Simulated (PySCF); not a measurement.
Magnetisability: SMILES C(C(C)C)C(=O)Br, C₅H₉BrO

Cartesian coordinates in Å; atom numbers follow the order of the lines, from 1:
```xyz
16

C    -0.6987    1.3138    0.4756
C    -0.4850    0.0041   -0.2785
C    -1.4922   -1.0485    0.1766
C     0.9392   -0.5211   -0.0523
C     1.9720    0.3034   -0.7235
O     1.8804    1.2082   -1.4712
Br    3.7988   -0.3236   -0.2299
H    -0.5732    1.1618    1.5460
H    -1.7036    1.6884    0.2989
H     0.0076    2.0705    0.1444
H    -0.6197    0.1885   -1.3493
H    -1.3880   -1.9640   -0.4010
H    -1.3467   -1.2839    1.2288
H    -2.5057   -0.6782    0.0473
H     1.1661   -0.5701    1.0163
H     1.0411   -1.5404   -0.4397
```

Method used: GIAO B3LYP/pcSseg-1 magnetisability, rotational g tensor and spin-rotation constants, non-relativistic, gas phase in PySCF 2.14.0. Geometry: GFN2-xTB.

The calculation is non-relativistic, which matters for the atoms heavier than Zn.

**Question.** How diamagnetic is it, and how anisotropic?

**Answer.** Isotropic -1374 × 10⁻³⁰ J/T², or -82.8 × 10⁻⁶ cm³/mol; principal values -1487, -1386, -1250 × 10⁻³⁰ J/T², anisotropy 206 × 10⁻³⁰ J/T² (root of half the summed squared differences of the principal values). The susceptibility is in cgs units.

**Question.** Split it along the inertial axes a, b, c into diamagnetic and paramagnetic parts about the centre of mass, with the quadrupole moment.

**Answer.** 
```
axis  χ (10⁻⁶ cm³/mol)  diamagnetic (10⁻⁶ cm³/mol)  paramagnetic (10⁻⁶ cm³/mol)  summed x² of all electrons (Å²)  quadrupole Θ (D Å)
   a             -89.5                      -419.0                        329.5                            364.5               +2.83
   b             -76.6                     -1682.1                       1605.6                             66.8               -4.04
   c             -82.2                     -1829.6                       1747.4                             32.0               +1.21
```
Anisotropies 2χaa − χbb − χcc = -20.3 and 2χbb − χaa − χcc = +18.6 × 10⁻⁶ cm³/mol. Θ is traceless in Buckingham's convention.

**Question.** And the rotational g tensor?

**Answer.** 
| axis | rotational constant (GHz) | g | nuclear part | electronic part |
| --- | --- | --- | --- | --- |
| a | 4.0415 | -0.0237 | 0.6019 | -0.6256 |
| b | 0.7320 | -0.0074 | 0.5447 | -0.5521 |
| c | 0.6705 | -0.0060 | 0.5445 | -0.5504 |

Asymmetric top; isotopes 79Br, 12C, 1H, 16O; no vibrational averaging.
